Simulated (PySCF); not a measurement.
Sn³⁷⁺: ionisation energy

Sn³⁷⁺ [Ne] 3s2 3p1 (2P) → Sn³⁸⁺ [Ne] 3s2 (1S), as a difference of total energies. Calculation: PySCF 2.14, in an uncontracted even-tempered set (16 s from 5.9 bohr⁻², ratio 2.5; 10 p from 7.7 bohr⁻², ratio 2.5; 4 d from 32 bohr⁻², ratio 2.7; 4 f from 48 bohr⁻², ratio 2.7); no relativity, point nucleus. Correlated levels: outer shells: 1s2 frozen; virtual orbitals above 40 to 60 times the deepest correlated orbital energy dropped. The calculations carry no spin-orbit coupling.

```csv
method,ionisation energy (eV)
UHF,2449.0
MP2 (outer shells),2449.3
SCS-MP2 (outer shells),2449.1
CCSD (outer shells),2449.0
CCSD(T) (outer shells),2449.0
```

A first-order spin-orbit estimate (lowest level to lowest level, LS coupling) adds 30.994 eV.

The gap to the reference is mostly relativistic.

For comparison: 2499 ± 11 eV (semi-empirical (NIST evaluation); NIST Atomic Spectra Database, ionization energies).
